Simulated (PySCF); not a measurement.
Molecule: 1H-pyrrol-2-ylsilane, C4H7NSi, net charge 0, singlet state. SMILES: [SiH3]c1ccc[nH]1
Geometry from a B3LYP-D3(BJ)/def2-TZVP (Ansatz) optimisation:
```
C
N 1 1.3820
H 2 1.0043 1 124.92
C 2 1.3656 3 124.39 1 180.00
C 4 1.3756 2 107.79 3 -180.00
H 4 1.0767 2 121.35 3 0.00
H 5 1.0771 4 125.85 6 0.00
C 1 1.3860 2 105.93 3 180.00
H 8 1.0777 1 124.97 2 -180.00
Si 1 1.8485 2 125.30 3 0.00
H 10 1.4787 1 107.74 2 180.00
H 10 1.4851 11 109.47 1 121.58
H 10 1.4851 11 109.47 12 116.84
```

Dispersion corrections to the total energy (kcal/mol) from the dftd3 and dftd4 libraries through PySCF: D3(BJ) without and D4 with the three-body term, each with the damping fitted for the functional named.

```tsv
functional	D3(BJ)	D4
HSE06	-5.02	-5.91
HF	-58.87	-27.62
B3LYP	-13.01	(withheld)
TPSS	-9.43	-10.21
BP86	-12.01	(withheld)
PBE0	-6.49	(withheld)
BHLYP	-10.22	-8.88
```

**Question.** Fill in the missing entries.

**Answer.** 
- B3LYP, D4: -12.12
- BP86, D4: -10.08
- PBE0, D4: -6.36
